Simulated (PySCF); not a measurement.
Gas-phase reaction: SnHF3 + F ⇌ SnF3 + HF

Energies from PySCF, thermal terms from the rigid-rotor harmonic-oscillator model, ideal gas at 1 bar. † marks an energy on the PBE0/def2-TZVP geometry and frequencies. Open shells (unrestricted): F (multiplicity 2), SnF3 (multiplicity 2); the rest are closed-shell singlets. Spin-orbit splitting is ignored; it lowers the true energy and changes the entropy of F. Sn: scalar-relativistic def2 core potential, no spin-orbit coupling. SnHF3, SnF3: computed as isolated molecules; such fragments, hydroxides, amides, oligomers or adducts are transient or little studied in the gas.

```json
[
 {"level": "HF/def2-TZVP†", "ΔH°(298 K), kJ": "[?]"},
 {"level": "M06-2X/def2-TZVP†", "ΔH°(298 K), kJ": "[?]"},
 {"level": "PBE/def2-TZVP†", "ΔH°(298 K), kJ": "-289"},
 {"level": "PBE0/def2-QZVP†", "ΔH°(298 K), kJ": "-261"},
 {"level": "r2SCAN/def2-TZVP†", "ΔH°(298 K), kJ": "[?]"},
 {"level": "LDA/def2-TZVP†", "ΔH°(298 K), kJ": "-330"}
]
```

Problem. Some entries are withheld; supply them.

Solution. 
- HF/def2-TZVP†, ΔH°(298 K), kJ: -138
- M06-2X/def2-TZVP†, ΔH°(298 K), kJ: -261
- r2SCAN/def2-TZVP†, ΔH°(298 K), kJ: -262
